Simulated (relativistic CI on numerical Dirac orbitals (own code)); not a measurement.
**Os2+: what numerical and physical settings do to a radial Dirac CI calculation**

Reference input:

```
atom Os  Z=76  charge=2  electrons=74
nucleus A=192  rms_radius_fm=5.4126
hamiltonian dirac-coulomb  breit=on  qed=on  c_scale=1
orbitals kli  potential=per-configuration
slater_scale 1
correlation none
mixing on
grid step=0.0125 r_max=67.1
scf mixing=0.4 start=green max_iterations=150 tolerance=2e-08 node_fill=0.05
configurations
  [Xe] 4f14 5d6
end
```

Computed lowest total energy -17238.55565 Ha, first excitation 3780.4 cm⁻¹, 12 SCF steps. Runs with settings changed; * marks those that are bad on purpose (the QED terms keep the true α when c is scaled):

```tsv
Changed	Outcome	Lowest level	ΔE (Ha)	First excitation (cm⁻¹)	SCF steps	Message
Breit term off	converged	5d6 5D_4	-18.9	3913.9	12	
end of the grid at 46.97 bohr, nuclear radius 4.8713 fm	converged	5d6 5D_4	-0.492	3780.3	12	
start potential thomas-fermi	converged	5d6 5D_4	5.1e-09	3780.4	12	
speed of light × 10, Breit term off, iteration limit 30	converged	5d6 5D_4	947	34.0	11	
configuration list: repeat *	refused				0	a configuration is listed twice
charge 4 *	refused				0	configuration [Xe] 4f14 5d6 has 74 electrons, the ion has 72
```

With so few configurations and no correlation, terms lie too far apart (by 10 to 50 % near neutrality), their order can be wrong, and levels of other configurations are missing.
